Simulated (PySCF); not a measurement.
C3H7N3OSi.
Bonds: C1–O2, O2–C3, C3–C4 (aromatic), C4–N5 (aromatic), N5–N6 (aromatic), N6–Si7, N6–N8 (aromatic), C3–N8 (aromatic). Hydrogens: H9, H10, H11 on C1; H12 on C4; H13, H14, H15 on Si7.

Method: PySCF 2.14.0, density-fitted response routines, TDDFT CAM-B3LYP/def2-SVPD, vertical, gas phase, core orbitals frozen in the response. Geometry: PBE0-D3(BJ)/def2-SVP, one conformer, isolated molecule. Torsions of this conformer, `[CH3:1][O:2][c:3]1[cH:4][n:5][n:6]([SiH3:7])[n:8]1`: C1–O2–C3–C4 180°.

Predict the UV-vis stick spectrum at this level.

```
state  E (eV)  λ (nm)  ν̃ (cm⁻¹)       f  main configurations (H = HOMO, L = LUMO)
   S1    5.91   209.7      47690   0.232                                 H→L (95%)
   S2    6.41   193.6      51660  0.0012                               H-2→L (95%)
   S3    6.65   186.3      53670   0.010                               H→L+1 (87%)
   S4    6.96   178.2      56130   0.016      H→L+2 (56%), H→L+3 (18%), H→L+4 (9%)
   S5    7.32   169.4      59010  0.0067      H-1→L (70%), H→L+6 (11%), H→L+8 (8%)
   S6    7.33   169.1      59150  0.0054                               H-3→L (85%)
   S7    7.40   167.5      59700  0.0025     H→L+3 (56%), H→L+2 (19%), H→L+5 (11%)
   S8    7.61   162.8      61410  0.0013                  H→L+4 (76%), H→L+2 (15%)
   S9    7.77   159.5      62690   0.232     H→L+6 (51%), H-1→L (18%), H→L+5 (11%)
  S10    7.83   158.4      63130  0.0078     H→L+5 (63%), H→L+6 (12%), H→L+3 (10%)
```

Triplets, Tamm–Dancoff:

| state | E (eV) | λ (nm) | main configurations (H = HOMO, L = LUMO) |
| --- | --- | --- | --- |
| T1 | 4.34 | 285.4 | H→L (92%) |
| T2 | 4.93 | 251.7 | H-1→L (83%) |
| T3 | 5.52 | 224.4 | H-2→L (88%) |
| T4 | 6.46 | 191.9 | H→L+8 (33%), H→L+6 (32%), H→L+10 (16%) |

The lowest singlet lies at 5.91 eV (210 nm, ultraviolet) and is strong; its leading configuration is HOMO→LUMO (95%). The largest oscillator strength of a single state is 0.232. Löwdin shares by element: HOMO carbon 30% or more, oxygen 23%, nitrogen 22% or more (atoms not listed hold the other 25%); LUMO nitrogen 61%, carbon 14% or more (atoms not listed hold the other 26%). The listed states span 1.91 eV, and the widest gap between neighbours is 0.49 eV (S1 to S2). Of the 10 states listed, 4 reach f = 0.01 and none stays under 0.0005. Weighted by f, the mean energy of these states is 6.87 eV. All these states lie below the vertical ionisation energy of 8.94 eV (ΔSCF). The window holds the lowest 10 singlets.

The run took 2.2 min wall on one thread of an Arm Neoverse V1, shared host, and the process peaked at 1.1 GiB of memory.
